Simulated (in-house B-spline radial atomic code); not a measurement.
How numerical settings move a run on Ga+, [Ar] 3d10 4s2. Computed with an all-electron radial atomic-structure program (B-spline basis): scalar-relativistic (X2C) AM05, spherical fractional occupations, Fermi nucleus of rms radius 3.9973 fm.

Command:
```bash
python run_scf.py task.json out
```
Settings of the sound reference run:
```
Z                31
electrons        30
configuration    [Ar] 3d10 4s2
hamiltonian      x2c
method           am05
spin_polarised   False
nucleus          fermi
rms_radius       3.9973
mass_number      69
atomic_mass      68.92557
speed_of_light   137.036
knot_spacing     0.22
spline_order     8
gauss_points     12
box_radius       35.29
max_iterations   70
damping          0.5
damped_steps     3
diis_vectors     10
tolerance        1e-08
start            Thomas-Fermi
```

Time taken, with all properties: 0.24 s on 1 thread of Arm Neoverse V1, on a shared host.

It converges in 10 iterations to -1940.710655 hartree, with 4s at -16.3022 eV. The other runs change the listed settings, some to values that make no sense; their results aren't properties of the atom or ion. Radii are in bohr (the nuclear one in fm), a minus after a letter asks for a j subshell, and «unchanged» means within 1e-8 hartree. The run stops when the residual is below 10 × tolerance × max(1, Z/10), or a noise floor if that is larger, and the energy moves by less than 1e-8 × √|E| hartree; so very loose and very tight tolerances often act alike.

```tsv
changed settings	outcome
spline_order = 5, box_radius = 70.58, max_iterations = 100, damped_steps = 1, tolerance = 1e-10	converged in 9 iterations, energy +1.91e-05 hartree from the reference, 4s level +2.4e-06 eV
first_knot = 0.0323, max_iterations = 100, damping = 0	converged in 12 iterations, energy +1.35e-01 hartree from the reference, 4s level +1.2e-03 eV
diis_vectors = 1	not converged after 70 iterations, last residual 1.8e+00, last energy +4.95e+01 hartree from the reference
gauss_points = 4	converged in 10 iterations, energy +2.94e-07 hartree from the reference
gauss_points = 16, max_iterations = 50, damping = 0, tolerance = 0.001	converged in 11 iterations, energy +4.86e-08 hartree from the reference, 4s level -3.4e-05 eV
diis_vectors = 0	converged in 18 iterations, energy unchanged, 4s level +4.4e-06 eV
gauss_points = 6	converged in 10 iterations, energy -6.15e-08 hartree from the reference
diis_vectors = 2	converged in 10 iterations, energy unchanged, 4s level +2.2e-06 eV
diis_vectors = 4	converged in 10 iterations, energy unchanged, 4s level +4.7e-07 eV
damping = 0.2	converged in 11 iterations, energy unchanged, 4s level -7.6e-07 eV
damping = 0.8	converged in 9 iterations, energy unchanged, 4s level -1.0e-05 eV
electrons = 31, configuration = [Ar] 3d10 4s2 1f1, max_iterations = 60	stopped with error: there is no 1f shell
gauss_points = 5	converged in 10 iterations, energy unchanged, 4s level +5.1e-07 eV
electrons = 31, configuration = [Ar] 3d10 4s2 5p-1, max_iterations = 75	stopped with error: j subshells need the Dirac Hamiltonian and l > 0
```

(1) What happens with gauss_points = 3?

(2) What happens with gauss_points = 8?

(3) What happens with damping = 0.95?

(4) What happens with max_iterations = 75, damping = 0, diis_vectors = 2?

## Answers

(1) Converged in 18 iterations, energy -4.01e+04 hartree from the reference, 4s level -2.0e+01 eV.

(2) Converged in 10 iterations, energy unchanged.

(3) Converged in 10 iterations, energy unchanged, 4s level -9.7e-06 eV.

(4) Converged in 17 iterations, energy unchanged, 4s level +8.5e-06 eV.
